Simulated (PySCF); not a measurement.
Excitation energy of Ne(2+) by level of theory

Ne(2+) [He] 2s2 2p4 (3P) → Ne(2+) [He] 2s1 2p4 3s1 (5P), as a difference of total energies. Calculation: PySCF 2.14, in aug-cc-pVTZ with one added diffuse shell each of s, p, d, f type (6s5p4d3f, 62 functions); the non-relativistic Hamiltonian (point nucleus). Correlated levels: valence: 1s2 frozen. The calculations carry no spin-orbit coupling.

| method | excitation energy (cm⁻¹) |
| --- | --- |
| UHF | 485970 |
| LDA | 487220 |
| PBE | 486410 |
| PBE0 | 489500 |
| r2SCAN | 487780 |
| B97-3 | 496980 |
| BHandHLYP | 494860 |
| TPSS | 491180 |
| PBEsol | 485510 |
| MP2 (valence) | 492800 |
| SCS-MP2 (valence) | 494190 |

The promoted electron is Rydberg-like, and one or two diffuse shells describe it only roughly, which tends to raise the upper state.
